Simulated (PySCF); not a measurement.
S (sulfur, neutral) across methods

[Ne] 3s1 3p4 3d1, one real determinant (an excited configuration). Computed with PySCF 2.14 in aug-cc-pCVQZ-DK (10s9p7d5f3g, 134 functions), with scalar relativity by spin-free X2C-1e.

```json
{"method": "r2SCAN", "E (hartree)": "-398.5152", "mean ε 3p α (eV)": "-11.795", "mean ε 3p β (eV)": "-8.550", "mean ε 3d α (eV)": "0.374", "Σ⟨r²⟩ (bohr²)": "38.34", "⟨S²⟩": "6.009"}
{"method": "PBE0", "E (hartree)": "-398.3914", "mean ε 3p α (eV)": "-12.790", "mean ε 3p β (eV)": "-9.452", "mean ε 3d α (eV)": "-0.216", "Σ⟨r²⟩ (bohr²)": "38.28", "⟨S²⟩": "6.005"}
{"method": "PBE", "E (hartree)": "-398.3690", "mean ε 3p α (eV)": "-11.176", "mean ε 3p β (eV)": "-8.526", "mean ε 3d α (eV)": "0.389", "Σ⟨r²⟩ (bohr²)": "38.56", "⟨S²⟩": "6.004"}
{"method": "r2SCAN0", "E (hartree)": "-398.5044", "mean ε 3p α (eV)": "-13.221", "mean ε 3p β (eV)": "-9.442", "mean ε 3d α (eV)": "-0.220", "Σ⟨r²⟩ (bohr²)": "38.17", "⟨S²⟩": "6.009"}
{"method": "PBEsol", "E (hartree)": "-397.7252", "mean ε 3p α (eV)": "-11.154", "mean ε 3p β (eV)": "-8.418", "mean ε 3d α (eV)": "0.431", "Σ⟨r²⟩ (bohr²)": "38.60", "⟨S²⟩": "6.004"}
{"method": "LDA", "E (hartree)": "-397.1346", "mean ε 3p α (eV)": "-11.220", "mean ε 3p β (eV)": "-8.493", "mean ε 3d α (eV)": "0.435", "Σ⟨r²⟩ (bohr²)": "38.65", "⟨S²⟩": "6.004"}
{"method": "M06-2X", "E (hartree)": "-398.5078", "mean ε 3p α (eV)": "-14.025", "mean ε 3p β (eV)": "-10.415", "mean ε 3d α (eV)": "-0.737", "Σ⟨r²⟩ (bohr²)": "38.71", "⟨S²⟩": "6.007"}
```

(1) Estimate the same row for UHF.

⟨L²⟩ = 8.02 against 12 for a pure F term, so this real determinant mixes terms. The outer electron is Rydberg-like, and this basis confines it to a smaller radius and binds it less than a complete one would.

The highest occupied level is positive at r2SCAN, PBE, PBEsol, LDA: only the finite basis holds that electron, which in a density functional comes from self-interaction.

## Answers

(1) E (hartree) = -397.92729; mean ε 3p α (eV) = -17.118; mean ε 3p β (eV) = -10.810; mean ε 3d α (eV) = -1.835; Σ⟨r²⟩ (bohr²) = 38.29; ⟨S²⟩ = 6.016.
